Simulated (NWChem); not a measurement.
All runs are NWChem calculations. System: H2ISi, charge 1, spin multiplicity 1, at the geometry of a parent with another charge or spin, in a state set for the comparison that need not be this species' ground state. Level: PBE/x2c-SVPall-2c, scalar ZORA.

Input file:

```
start mol
memory heap 200 mb stack 900 mb global 1100 mb
charge 1
geometry units angstroms nocenter noautoz noautosym
  Si    -0.405039    -1.816884     0.000000
  I      0.100395     0.572037     0.000000
  H      0.174800    -2.440790    -1.229796
  H      0.174800    -2.440790     1.229796
end
basis spherical
  * library x2c-svpall-2c
end
relativistic
  zora on
end
dft
  xc xpbe96 cpbe96
  semidirect memsize 60000000 filesize 0
  iterations 100
  grid fine
end
task dft energy
```

Part of the output:

```
             Northwest Computational Chemistry Package (NWChem) 7.3.0
             --------------------------------------------------------

                                NWChem Input Module
                                -------------------

 Scaling coordinates for geometry "geometry" by  1.889725989
 (inverse scale =  0.529177249)

                             Geometry "geometry" -> ""
                             -------------------------

 Output coordinates in angstroms (scale by  1.889725989 to convert to a.u.)

  No.       Tag          Charge          X              Y              Z
 ---- ---------------- ---------- -------------- -------------- --------------
    1 Si                  14.0000    -0.40503900    -1.81688400     0.00000000
    2 I                   53.0000     0.10039500     0.57203700     0.00000000
    3 H                    1.0000     0.17480000    -2.44079000    -1.22979600
    4 H                    1.0000     0.17480000    -2.44079000     1.22979600

 Effective nuclear repulsion energy (a.u.)     188.1556775514

            Nuclear Dipole moment (a.u.)
            ----------------------------
        X                 Y               Z
 ---------------- ---------------- ----------------
    -0.0000207870     0.0000094486     0.0000000000


 Summary of "ao basis" -> "" (spherical)
 ------------------------------------------------------------------------------
       Tag                 Description            Shells   Functions and Types
 ---------------- ------------------------------  ------  ---------------------
 *                       x2c-svpall-2c                on all atoms

  pbe96 is a nonlocal functional; adding pw91lda local functional.

                                 NWChem DFT Module
                                 -----------------

 Summary of "ao basis" -> "ao basis" (spherical)
 ------------------------------------------------------------------------------
       Tag                 Description            Shells   Functions and Types
 ---------------- ------------------------------  ------  ---------------------
 Si                      x2c-svpall-2c               9       21   4s4p1d
[...]
 Vector   34  Occ=2.000000D+00  E=-4.607390D-01
              MO Center=  8.3D-02,  3.2D-01,  1.5D-10, r^2= 2.5D+00
   Bfn.  Coefficient  Atom+Function         Bfn.  Coefficient  Atom+Function
  ----- ------------  ---------------      ----- ------------  ---------------
    45      0.593286  2 I  pz                42      0.531438  2 I  pz
    36     -0.469861  2 I  pz                33      0.174501  2 I  pz
    72      0.110658  3 H  s                 77     -0.110658  4 H  s
    73      0.088795  3 H  s                 78     -0.088795  4 H  s
    30     -0.072836  2 I  pz                18      0.069938  1 Si d -1

 Vector   35  Occ=0.000000D+00  E=-4.137975D-01
              MO Center= -5.2D-01, -1.3D+00,  2.3D-09, r^2= 3.5D+00
   Bfn.  Coefficient  Atom+Function         Bfn.  Coefficient  Atom+Function
  ----- ------------  ---------------      ----- ------------  ---------------
    14      0.421044  1 Si px                11      0.394064  1 Si px
    43     -0.368021  2 I  px                 3     -0.328063  1 Si s
    40     -0.299817  2 I  px                34      0.260763  2 I  px
     4     -0.227196  1 Si s                  5     -0.171428  1 Si px
     2      0.164629  1 Si s                 72      0.148735  3 H  s

 Vector   36  Occ=0.000000D+00  E=-2.751316D-01
              MO Center= -1.9D-01, -1.0D+00,  6.1D-10, r^2= 4.2D+00
   Bfn.  Coefficient  Atom+Function         Bfn.  Coefficient  Atom+Function
  ----- ------------  ---------------      ----- ------------  ---------------
    15      0.758097  1 Si py                44      0.701554  2 I  py
    12      0.364092  1 Si py                 3      0.361271  1 Si s
    27     -0.350577  2 I  s                 41      0.324870  2 I  py
     4      0.320535  1 Si s                 26     -0.290873  2 I  s
    35     -0.287606  2 I  py                14      0.270100  1 Si px

 Vector   37  Occ=0.000000D+00  E=-2.042086D-01
              MO Center= -4.0D-01, -1.5D+00, -2.4D-09, r^2= 3.7D+00
   Bfn.  Coefficient  Atom+Function         Bfn.  Coefficient  Atom+Function
  ----- ------------  ---------------      ----- ------------  ---------------
    16      1.253695  1 Si pz                73      0.874673  3 H  s
    78     -0.874673  4 H  s                 13      0.285603  1 Si pz
    45     -0.258014  2 I  pz                72      0.212921  3 H  s
    77     -0.212921  4 H  s                 18      0.174986  1 Si d -1
    20      0.158877  1 Si d  1              63     -0.137922  2 I  d -1

 center of mass
 --------------
 x =   0.02120772 y =   0.20284580 z =   0.00000000

 moments of inertia (a.u.)
 ------------------
         525.402653508280         -95.802150556139           0.000000000000
         -95.802150556139          31.993672638991           0.000000000000
           0.000000000000           0.000000000000         535.623793904579

     Multipole analysis of the density
     ---------------------------------

     L   x y z        total         alpha         beta         nuclear
     -   - - -        -----         -----         ----         -------
     0   0 0 0      1.000000    -34.000000    -34.000000     69.000000

     1   1 0 0     -0.517571     -0.258775     -0.258775     -0.000021
     1   0 1 0     -2.021903     -1.010956     -1.010956      0.000009
     1   0 0 1      0.000000      0.000000      0.000000      0.000000

     2   2 0 0    -25.899766    -18.113816    -18.113816     10.327867
     2   1 1 0      3.378372    -20.617817    -20.617817     44.614006
     2   1 0 1      0.000000      0.000000      0.000000      0.000000
     2   0 2 0    -15.124246   -142.321327   -142.321327    269.518407
     2   0 1 1      0.000000      0.000000      0.000000      0.000000
     2   0 0 2    -28.197701    -19.499722    -19.499722     10.801742

 Task  times  cpu:       23.6s     wall:       23.6s

 Total times  cpu:       23.6s     wall:       23.6s
```
